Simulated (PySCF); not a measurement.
B(H) cation (BH), SMILES [BH] (connectivity only; charge and spin as stated), charge +1, multiplicity 2.

Geometry: PBE-D3(BJ)/def2-TZVPD. The spin state was assumed, not searched.

Method: PBE-D3(BJ)/def2-TZVPD run with PySCF.

Harmonic, unscaled wavenumbers; measured fundamentals usually lie a few per cent lower.

Q: Estimate the vibrational spectrum. (An estimate is asked for; the answer gives what the named calculation found.)

A: 
```tsv
mode	ν (cm⁻¹)	IR (km/mol)	moving atoms (share of kinetic energy)
1	2453	62.8	H 91 %, B 9 %
```
